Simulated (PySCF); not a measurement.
## Computed vibrations of PmH3(NH3)

PmH3(NH3) (singlet in the valence; each metal's 4f electrons, 4 of them, lie in its core potential, out of spins and levels). PySCF 2.14.0, RKS PBE0, Pm lcecp-1-SVP with ECP50, H def2-SVP, N def2-SVP; non-relativistic Hamiltonian with scalar-relativistic core potentials where named; density fitting; no spin-orbit coupling. Central differences of gradients.

```xyz
8

Pm    0.1551   -0.1551    0.1551
H     1.1576    1.3826    1.1576
H    -1.3826   -1.1576    1.1576
H     1.1576   -1.1576   -1.3826
N    -1.3350    1.3350   -1.3350
H    -1.9463    1.9463   -0.7891
H    -0.7891    1.9463   -1.9463
H    -1.9463    0.7891   -1.9463
```

Run from Python with OMP_NUM_THREADS=2. Where DIIS fails, smearing, a level shift and second-order steps follow.
It took 2.3 min on 2 threads of Intel(R) Xeon(R) Processor @ 2.50GHz (Skylake/Cascade Lake), on a shared host.

(1) What are the harmonic wavenumbers and infrared intensities?

(2) Is this a minimum?

An lcecp potential fixes the number of 4f electrons, so in runs with it no electron can move into or out of that shell.

Results:

(1) Modes are labelled in C3v; negative numbers are unstable modes, those under 60 cm⁻¹ near the noise; a finer grid moves soft modes by up to 10 cm⁻¹.
```tsv
cm⁻¹	km/mol	symmetry
21	0.0	a2
84	6.9	e
84	6.9	e
145	694.0	a1
304	175.9	a1
506	12.0	e
506	12.0	e
560	131.9	e
560	131.9	e
1203	166.6	a1
1342	1089.2	e
1342	1089.2	e
1403	43.8	a1
1627	27.6	e
1627	27.6	e
3486	27.6	a1
3608	47.1	e
3608	47.1	e
```

(2) Yes, within the noise of the softest modes. Ideal gas at 298.15 K and 1 bar: S = 363.1 J/(mol K), Cp = 95.4 J/(mol K), H − H(0 K) = 21.3 kJ/mol (rigid rotor, harmonic modes, spin degeneracy alone, that of the 4f electrons in the core included; the modes under 60 cm⁻¹ make these uncertain).
